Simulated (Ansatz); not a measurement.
The same ligand exchange along the group Mg, Zn, Cd.

Computed with Ansatz on PBE0-D4/def2-TZVP structures; ΔE is electronic, products minus reactants. CBS: MP2 limit from def2 TZ/QZ plus the TZ coupled-cluster correction, frozen cores. This one scheme is used for every species. DFT in def2-TZVPP. def2 core potentials past Kr. For Cd, Mg, Zn outer-core shells are correlated without core-valence functions, which leaves a few kJ/mol of doubt a bond. Scalar relativity is left out up to krypton. One conformer a species, not always the lowest.

| reaction | HF/CBS(def2) (kJ/mol) | PBE-D4 (kJ/mol) | PBE0-D4 (kJ/mol) | revPBE-D4 (kJ/mol) | CCSD(T)/CBS(def2) (kJ/mol) |
| --- | --- | --- | --- | --- | --- |
| `[F][Mg][Cl]` + H₂S → `[SH][Mg][Cl]` + H–F | 51 | 42 | 37 | 43 | 42 |
| `[F][Zn][Cl]` + H₂S → `[SH][Zn][Cl]` + H–F | -16 | -35 | -40 | -34 | -32 |
| `[F][Cd][Cl]` + H₂S → `[SH][Cd][Cl]` + H–F | -48 | -59 | -67 | -57 | -65 |

Largest T1 diagnostic: 0.016, for `[F][Zn][Cl]`.
